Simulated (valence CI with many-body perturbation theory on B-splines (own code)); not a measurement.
**Ru³⁹⁺: what the settings do**

Computed by valence CI with perturbative core correlation (CI+MBPT): three valence electrons over a frozen Dirac-Fock core [He], radial functions for each j: 6 s, 6 p, 5 d, 3 f, 1 g, with the one-electron correlation potential Σ1 (screened to all orders), the two-electron term Σ2, the three-electron term Σ3, Breit, model QED; selected single and double excitations, second order for the rest, scaled by the run's own slope (own B-spline code, finite nucleus).

No measured spectrum was set against this ion. As an estimate, large intervals hold to a few tenths of a per cent, small ones and those within an open d or f shell to about a per cent.

The reference run has the lowest level (2s^2 2p1/2) J=1/2 and an ionisation energy of 5863.51 eV. Its largest variational space holds 4197 state functions.

Levels are named by their leading jj configuration (3d3/2^4 stands for four electrons in 3d with j = 3/2), which in mixed levels can hold well under half, so a name can repeat and another be missing. Letters in brackets count levels of one name in rising energy.

Changed runs:
A. size limit of the variational space 10000 → 3000; core polarisation of operators on → off; second order for the rest on → off
B. correlating orbitals by l 3 3 3 2 1 → 6 1 1 0 1
C. highest l in the core sums 6 → 7
D. box radius (bohr) 1.4592 → 0.78 (bad on purpose)

Excitation energies of the reference run in cm⁻¹, and shifts in cm⁻¹:

| Level | Reference | A | B | C | D |
| --- | --- | --- | --- | --- | --- |
| (2s 2p1/2^2) J=1/2 | 962871 | 0 | -376 | +1.2 | -5.2 |
| (2s^2 2p3/2) J=3/2 | 1180480 | +0.2 | -76 | -0.1 | -0.7 |
| (2s 2p1/2 2p3/2) J=3/2 [a] | 1864750 | 0 | -1092 | +1.1 | -8.6 |
| (2s 2p1/2 2p3/2) J=5/2 | 2065000 | +0.2 | -202 | +1.1 | -15 |
| (2s 2p1/2 2p3/2) J=3/2 [b] | 2390600 | +0.5 | +1175 | +1.1 | -14 |
| (2s 2p1/2 2p3/2) J=1/2 | 2424720 | +0.2 | +955 | +1.1 | -11 |
| (2s 2p3/2^2) J=5/2 | 3197090 | +0.3 | -55 | +1.0 | -13 |
| (2p1/2^2 2p3/2) J=3/2 | 3464020 | +0.4 | +57 | +2.3 | -14 |
| (2s 2p3/2^2) J=1/2 | 3662290 | +0.1 | +1115 | +1.0 | -0.4 |
| (2s 2p3/2^2) J=3/2 | 3671770 | +0.6 | +1280 | +1.0 | -12 |
| (2p1/2 2p3/2^2) J=3/2 | 4458690 | +0.4 | -382 | +2.2 | -18 |
| (2p1/2 2p3/2^2) J=5/2 | 4590180 | +0.6 | +528 | +2.2 | -29 |
| Ionisation energy (eV) | 5863.51 | 0 | -0.19 | -0.00017 | -0.00045 |
